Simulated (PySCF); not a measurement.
Bonds (- single, = double, # triple, : aromatic): Si1-N2, N2:N3, N3:C4, C4:C5, C5:C6, C6:C7, C7:C8, C8:C9, C9:N10, N10:N2, C9:C4. Si1 carries H11, H12, H13; C5 carries H14; C6 carries H15; C7 carries H16; C8 carries H17.

Single conformer, isolated molecule, non-relativistic, fast rotation and ring inversion assumed for equivalent nuclei. Structure optimised with GFN2-xTB; PBE0/pcSseg-1 with gauge-including orbitals; PySCF.

Chemical shifts δ = σref − σ; $^{13}$C (σref 186.93), $^{1}$H (σref 31.72), $^{29}$Si (σref 349.16) vs TMS; $^{15}$N (σref 267.73) vs NH3, all at this level.

```tsv
atoms	nucleus	count	Hirshfeld charge	δ (ppm)
H15/H16	$^{1}$H	2	0.05	?
Si1	$^{29}$Si	1	0.39	?
C5/C8	$^{13}$C	2	-0.05	?
N2	$^{15}$N	1	0.01	286.8
C6/C7	$^{13}$C	2	-0.05	131.7
N3/N10	$^{15}$N	2	-0.14	369.3
H11/H12/H13	$^{1}$H	3	-0.06	5.51
C4/C9	$^{13}$C	2	0.01	151.7
H14/H17	$^{1}$H	2	0.06	8.36
```

Task: Complete the table.

Result: 
- C5/C8: 125.1 ppm, aromatic CH
- H15/H16: 7.77 ppm, hydrogen on an aromatic CH; it sits in the deshielding region of the aromatic ring current
- Si1: -41.4 ppm, silicon bonded to N, 3 H

Shifts are as computed. Against solution values, carbons near 30 ppm lie about +3 ppm off and those near 130 ppm about +5 ppm. Of 1211 compounds with measured shifts, 218 miss one by over three times the rms of a fit or turn the order of signals round; such compounds aren't used in these exercises. Experimental scales use liquid or dissolved standards, which lie at an offset from isolated NH3 (liquid NH3: subtract about 20 ppm). Unscaled 15N shifts of sp2 nitrogen come out 20 to 40 ppm too high even then.
